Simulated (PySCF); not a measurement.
Job file and geometry (Å, from GFN2-xTB) of an NMR shielding run on SMILES CB(N(B)B)NC, C2H11B3N2, GIAO PBE0/pcSseg-1 NMR shielding, non-relativistic, gas phase (PySCF); density fitting, a coarse starting grid and PySCF grid level 2 are the driver's defaults:

```
$ OMP_NUM_THREADS=1 python probes_run.py task.json out

{"job": {"kind": "nmr", "xc": "PBE0", "basis": "pcSseg-1"}, "charge": 0, "multiplicity": 1}
B      1.369747    -1.108692    -1.037141
N      1.023977    -0.195609    -0.015662
B      1.822763     0.019140     1.130094
B     -0.231350     0.581042    -0.165259
C     -0.167073     2.102973    -0.619922
N     -1.449196    -0.024177     0.098101
C     -1.698227    -1.379087     0.538259
H      2.350855    -1.742013    -0.948165
H      0.664174    -1.224111    -1.969592
H      2.809628    -0.594183     1.277587
H      1.481271     0.803043     1.935251
H      0.413655     2.216765    -1.533058
H     -1.147579     2.540810    -0.792949
H      0.331686     2.705364     0.136878
H     -2.303217     0.505478    -0.003548
H     -2.361376    -1.896430    -0.160085
H     -2.164029    -1.386396     1.528136
H     -0.754469    -1.917599     0.589416
```

Q: What does the program print?

A: 
```
coarse grid: 14376 points
cycle   1  E = -266.5368977376  dE =  5.490e-01  |g| = 4.780e-01  |ddm| = 3.511e+00
cycle   2  E = -266.5178935312  dE =  1.900e-02  |g| = 5.734e-01  |ddm| = 8.366e-01
cycle   3  E = -266.5941347814  dE = -7.624e-02  |g| = 8.614e-02  |ddm| = 4.836e-01
cycle   4  E = -266.5955622383  dE = -1.427e-03  |g| = 3.038e-02  |ddm| = 6.664e-02
cycle   5  E = -266.5957574824  dE = -1.952e-04  |g| = 6.764e-03  |ddm| = 2.347e-02
cycle   6  E = -266.5957671221  dE = -9.640e-06  |g| = 2.733e-03  |ddm| = 7.114e-03
final grid: 137120 points
cycle   7  E = -266.6286095952  dE = -4.520e-05  |g| = 9.854e-03  |ddm| = 2.777e-02
cycle   8  E = -266.6285943356  dE =  1.526e-05  |g| = 1.312e-02  |ddm| = 1.654e-02
cycle   9  E = -266.6286317397  dE = -3.740e-05  |g| = 1.228e-03  |ddm| = 9.175e-03
cycle  10  E = -266.6286320884  dE = -3.487e-07  |g| = 2.151e-04  |ddm| = 9.321e-04
cycle  11  E = -266.6286320986  dE = -1.015e-08  |g| = 5.582e-05  |ddm| = 1.857e-04
cycle  12  E = -266.6286320993  dE = -7.363e-10  |g| = 1.985e-05  |ddm| = 5.500e-05
converged SCF energy = -266.6286320993

GIAO shielding tensors (ppm)
atom      isotropic    diamagn.    paramagn.     s11        s22        s33       span
  0 B       47.218     197.586    -150.368      0.694     26.561    114.397    113.703
  1 N       40.876     327.281    -286.404   -122.731     -6.063    251.423    374.154
  2 B       47.518     197.211    -149.693      0.762     27.072    114.720    113.959
  3 B       62.102     194.885    -132.784     24.857     58.456    102.992     78.135
  4 C      178.989     253.102     -74.113    170.464    171.301    195.201     24.737
  5 N      155.961     322.278    -166.317     72.313    195.073    200.496    128.183
  6 C      155.535     245.529     -89.994    132.425    150.113    184.067     51.642
  7 H       25.913      31.159      -5.246     24.166     26.714     26.860      2.694
  8 H       26.139      31.817      -5.679     22.516     26.641     29.259      6.743
  9 H       25.937      31.046      -5.109     24.177     26.670     26.965      2.788
 10 H       26.171      31.796      -5.625     22.668     26.744     29.102      6.434
 11 H       31.239      31.100       0.139     27.589     29.128     37.000      9.411
 12 H       31.556      31.459       0.097     27.471     30.038     37.159      9.688
 13 H       31.031      31.031       0.001     27.346     28.844     36.905      9.559
 14 H       27.886      33.211      -5.325     20.889     29.341     33.426     12.537
 15 H       29.066      28.569       0.497     24.402     26.851     35.944     11.543
 16 H       29.072      28.625       0.447     24.179     26.914     36.123     11.944
 17 H       28.571      31.314      -2.743     24.028     30.234     31.452      7.423
```

Size and cost of the density-fitted run: 174 basis functions, 28 s wall time on 1 thread of an Arm Neoverse V2, shared host; peak memory 0.78 GiB.
